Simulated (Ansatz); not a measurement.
Relaxation of PbO₄ with RKS PBE-D4/def2-SVP.

```sh
$ ansatz run in.yaml --threads 4 --pin off --events-out ev --progress --plain --max-ram 4787MiB
```

```yaml
crystal:
  periodic: [false, false, false]
  atoms:
    - {symbol: Pb, position_ang: [0.795080, -0.838840, 1.327860]}
    - {symbol: O, position_ang: [-0.318550, 0.660210, -1.127680]}
    - {symbol: O, position_ang: [-0.785280, -1.898260, 1.452430]}
    - {symbol: O, position_ang: [0.860020, 0.211200, -0.824950]}
    - {symbol: O, position_ang: [-0.551270, 1.865700, -0.827670]}
basis:
  gaussian: {orbitals: def2-SVP}
hamiltonian: {xc: pbe, dispersion: d4}
scf: {lower_state_search: "off"}
output: {orbitals: {seedname: orbitals}}
relax: {f_tol: 0.02, max_steps: 100}
```

Run time 12 s (4 threads of Arm Neoverse V2 on a shared host).

Positions (Å) and forces (eV/Å) at steps 1, 2, 3, 4, 5, 6, 7, 8, 9, 10, 11, 12, 13, 14, 15, 16, 17, 18, 19, 20, 21, 22, 23, 24, 25, 26 of 26:

```xyz
5
step=1 energy=-13415.9743 eV
Pb    0.795   -0.839    1.328    1.973    1.013    0.364
O    -0.319    0.660   -1.128   -1.118    0.169   -0.601
O    -0.785   -1.898    1.452   -1.945   -1.318    0.208
O     0.860    0.211   -0.825    1.179   -0.236   -0.102
O    -0.551    1.866   -0.828   -0.090    0.372    0.131
5
step=2 energy=-13416.1323 eV
Pb    0.833   -0.892    1.410    0.137    0.108   -0.015
O    -0.286    0.745   -1.300    0.184    0.870    0.623
O    -0.820   -1.982    1.553   -0.152   -0.074    0.009
O     0.853    0.236   -0.863   -0.037   -0.257   -0.213
O    -0.579    1.893   -0.799   -0.132   -0.647   -0.404
5
step=3 energy=-13416.1474 eV
Pb    0.828   -0.862    1.404    0.066    0.046    0.044
O    -0.246    0.767   -1.339    0.030    0.651    0.633
O    -0.838   -1.946    1.549   -0.080   -0.005   -0.027
O     0.871    0.211   -0.900   -0.119   -0.016   -0.230
O    -0.615    1.830   -0.713    0.102   -0.675   -0.421
5
step=4 energy=-13416.1635 eV
Pb    0.821   -0.809    1.393    0.028    0.020    0.061
O    -0.234    0.747   -1.324   -0.041    0.572    0.468
O    -0.860   -1.880    1.503   -0.020    0.031   -0.035
O     0.909    0.194   -0.954   -0.254    0.119   -0.102
O    -0.636    1.749   -0.617    0.287   -0.742   -0.392
5
step=5 energy=-13416.1787 eV
Pb    0.827   -0.741    1.419    0.237    0.193    0.117
O    -0.186    0.795   -1.375    0.101    0.482    1.390
O    -0.871   -1.793    1.433   -0.251   -0.083   -0.104
O     0.896    0.127   -1.000   -0.486    0.256   -0.467
O    -0.666    1.612   -0.476    0.399   -0.847   -0.935
5
step=6 energy=-13416.2620 eV
Pb    0.837   -0.639    1.443    0.034    0.124    0.066
O    -0.186    0.775   -1.333    0.150    0.204    0.985
O    -0.883   -1.670    1.291   -0.041    0.043   -0.122
O     0.895    0.065   -1.058   -0.509    0.253   -0.247
O    -0.663    1.469   -0.343    0.367   -0.624   -0.681
5
step=7 energy=-13416.3412 eV
Pb    0.837   -0.519    1.478   -0.362   -0.066   -0.133
O    -0.182    0.767   -1.283    0.133   -0.212    0.319
O    -0.868   -1.564    1.128    0.293    0.221   -0.021
O     0.853   -0.026   -1.096   -0.306    0.274   -0.033
O    -0.640    1.342   -0.226    0.242   -0.217   -0.132
5
step=8 energy=-13416.3031 eV rejected
Pb    0.794   -0.388    1.464   -0.230   -0.258    0.063
O    -0.272    0.623   -1.190    1.086    0.289    0.160
O    -0.864   -1.472    0.960    0.383    0.256    0.216
O     0.881   -0.043   -1.133   -1.029    0.230   -0.092
O    -0.540    1.280   -0.100   -0.211   -0.516   -0.348
5
step=9 energy=-13416.3641 eV
Pb    0.785   -0.439    1.460   -0.242   -0.118   -0.033
O    -0.182    0.763   -1.264    0.291   -0.303    0.150
O    -0.867   -1.573    1.111    0.237    0.228   -0.033
O     0.855   -0.044   -1.148   -0.416    0.340   -0.017
O    -0.590    1.292   -0.159    0.130   -0.147   -0.066
5
step=10 energy=-13416.3817 eV
Pb    0.794   -0.416    1.473   -0.164   -0.100   -0.043
O    -0.201    0.729   -1.241    0.381   -0.288    0.127
O    -0.866   -1.505    1.044    0.164    0.175    0.007
O     0.858   -0.052   -1.157   -0.457    0.356   -0.008
O    -0.585    1.243   -0.119    0.076   -0.144   -0.083
5
step=11 energy=-13416.3956 eV
Pb    0.811   -0.419    1.469   -0.071   -0.054   -0.041
O    -0.202    0.714   -1.233    0.341   -0.307    0.134
O    -0.886   -1.436    1.026    0.045    0.121    0.006
O     0.881   -0.034   -1.172   -0.397    0.372   -0.009
O    -0.604    1.174   -0.091    0.083   -0.132   -0.090
5
step=12 energy=-13416.4234 eV
Pb    0.849   -0.465    1.467   -0.047    0.008   -0.092
O    -0.210    0.679   -1.228    0.098   -0.135    0.038
O    -0.919   -1.343    1.027   -0.032    0.115    0.012
O     0.922    0.022   -1.179   -0.152    0.225    0.045
O    -0.643    1.106   -0.087    0.133   -0.214   -0.003
5
step=13 energy=-13416.4267 eV
Pb    0.862   -0.490    1.421    0.035   -0.121   -0.048
O    -0.255    0.544   -1.197    1.066    0.389    0.218
O    -1.008   -1.211    1.042    0.161    0.345    0.093
O     1.034    0.168   -1.235   -1.039    0.081    0.153
O    -0.632    0.989   -0.030   -0.224   -0.695   -0.416
5
step=14 energy=-13416.4089 eV rejected
Pb    0.918   -0.518    1.418   -0.054    0.082   -0.569
O    -0.241    0.653   -1.256    1.480   -1.125    2.072
O    -1.018   -1.104    1.050   -0.070    0.200   -0.125
O     1.050    0.135   -1.184   -1.275    0.732   -0.329
O    -0.709    0.833   -0.028   -0.080    0.111   -1.049
5
step=15 energy=-13416.4958 eV
Pb    0.881   -0.490    1.398    0.225   -0.040   -0.110
O    -0.240    0.590   -1.214    0.971   -0.125    0.702
O    -1.012   -1.161    1.041   -0.100    0.247   -0.044
O     1.039    0.148   -1.207   -0.987    0.313    0.046
O    -0.669    0.913   -0.018   -0.109   -0.395   -0.594
5
step=16 energy=-13416.5692 eV
Pb    0.932   -0.526    1.346    0.069   -0.045   -0.226
O    -0.236    0.574   -1.208    0.532   -0.199    0.797
O    -1.030   -1.064    1.027   -0.015    0.288   -0.068
O     1.062    0.166   -1.143   -0.654    0.277    0.080
O    -0.728    0.850   -0.023    0.068   -0.320   -0.583
5
step=17 energy=-13416.6965 eV
Pb    0.996   -0.581    1.244    0.012   -0.162   -0.126
O    -0.232    0.519   -1.185   -0.307   -0.125    0.507
O    -1.059   -0.923    1.015    0.185    0.409   -0.202
O     1.102    0.211   -1.041   -0.065    0.132    0.269
O    -0.806    0.774   -0.032    0.174   -0.254   -0.448
5
step=18 energy=-13416.8443 eV
Pb    1.046   -0.710    1.155    0.097   -0.186    0.010
O    -0.239    0.406   -1.186   -0.590    0.403    1.060
O    -1.054   -0.785    1.051    0.349    0.666   -0.436
O     1.140    0.328   -0.925    0.025   -0.138    0.178
O    -0.893    0.760   -0.095    0.119   -0.746   -0.813
5
step=19 energy=-13417.0314 eV
Pb    1.129   -0.843    1.085   -0.163   -0.186    0.219
O    -0.261    0.348   -1.177   -0.565    0.390    1.254
O    -0.983   -0.607    1.016   -0.062    0.720   -0.526
O     1.145    0.367   -0.751   -0.057    0.299   -0.501
O    -1.030    0.736   -0.172    0.848   -1.223   -0.446
5
step=20 energy=-13417.0753 eV
Pb    1.131   -0.949    1.088   -0.166    0.703   -0.746
O    -0.279    0.291   -1.158    0.246    0.341    0.627
O    -0.950   -0.485    0.990   -0.325    0.241   -0.192
O     1.168    0.464   -0.734   -0.512   -0.529    0.276
O    -1.069    0.679   -0.186    0.756   -0.757    0.036
5
step=21 energy=-13417.0213 eV rejected
Pb    1.123   -0.815    1.068    0.389   -0.123    0.118
O    -0.250    0.342   -1.126   -0.549   -0.643   -1.221
O    -1.037   -0.480    0.858    0.349   -1.783    0.821
O     1.162    0.364   -0.778    0.719   -0.127    0.689
O    -0.998    0.589   -0.022   -0.908    2.675   -0.407
5
step=22 energy=-13417.1822 eV
Pb    1.137   -0.853    1.064   -0.103   -0.069    0.124
O    -0.270    0.329   -1.149   -0.281   -0.126    0.178
O    -1.001   -0.522    0.941    0.059    0.231   -0.338
O     1.159    0.381   -0.736    0.244    0.161   -0.144
O    -1.026    0.665   -0.120    0.082   -0.197    0.180
5
step=23 energy=-13417.1793 eV rejected
Pb    1.126   -0.839    1.054    0.181   -0.182    0.240
O    -0.275    0.293   -1.145   -0.152    0.514    0.571
O    -1.012   -0.517    0.904   -0.083    0.374   -0.117
O     1.169    0.391   -0.737   -0.012   -0.046   -0.293
O    -1.008    0.672   -0.076    0.066   -0.659   -0.402
5
step=24 energy=-13417.1978 eV
Pb    1.136   -0.854    1.066    0.000    0.000    0.006
O    -0.278    0.321   -1.143   -0.117   -0.079    0.057
O    -1.000   -0.510    0.921   -0.030    0.112   -0.165
O     1.166    0.385   -0.738    0.134    0.043   -0.021
O    -1.024    0.658   -0.106    0.012   -0.076    0.123
5
step=25 energy=-13417.2029 eV
Pb    1.141   -0.841    1.069   -0.013   -0.001   -0.010
O    -0.288    0.322   -1.137   -0.026    0.007   -0.052
O    -1.010   -0.508    0.892    0.002   -0.008    0.040
O     1.178    0.373   -0.742    0.007    0.010    0.031
O    -1.021    0.655   -0.082    0.030   -0.008   -0.009
5
step=26 energy=-13417.2031 eV
Pb    1.139   -0.846    1.065   -0.002   -0.003    0.008
O    -0.288    0.317   -1.138    0.012    0.010    0.010
O    -1.008   -0.504    0.899   -0.001    0.011   -0.006
O     1.179    0.379   -0.738   -0.001    0.000   -0.018
O    -1.022    0.654   -0.089   -0.007   -0.018    0.006
```

In the def2 sets Pb takes a core potential; there is no spin–orbit coupling. The structure comes from a short search, and lower isomers may exist.
